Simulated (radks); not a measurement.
Charge is removed step by step from the 4d up level of Zr, starting from [Kr] 4d(up 2, down 0) 5s2. Method: scalar-relativistic Kohn-Sham, BLYP, spin-polarised, spherical densities, point nucleus; computed with a radial shooting solver on a logarithmic mesh with Libxc functionals.

| removed (e) | E - E(0) (eV) | eigenvalue (eV) | E minus straight line (eV) |
|---|---|---|---|
| 0 | 0.000 | -3.804 | 0.000 |
| 0.125 | 0.534 | -4.738 | -0.446 |
| 0.25 | 1.186 | -5.709 | -0.772 |
| 0.375 | 1.962 | -6.714 | -0.976 |
| 0.5 | 2.866 | -7.751 | -1.051 |
| 0.625 | 3.902 | -8.820 | -0.995 |
| 0.75 | 5.073 | -9.918 | -0.803 |
| 0.875 | 6.383 | -11.043 | -0.473 |
| 1 | 7.835 | -12.195 | 0.000 |

Removing the whole electron costs 7.835 eV by Delta-SCF, against 3.804 eV from minus the eigenvalue at the starting occupation. Slater's transition state (half an electron removed) gives 7.751 eV. Integrating minus the eigenvalue over the occupation (Janak's theorem) gives 7.834 eV. In this scalar-relativistic scheme the density is built from large components alone, so the theorem holds only approximately. The mean slope of the eigenvalue, de/dn, is 8.39 eV per electron.
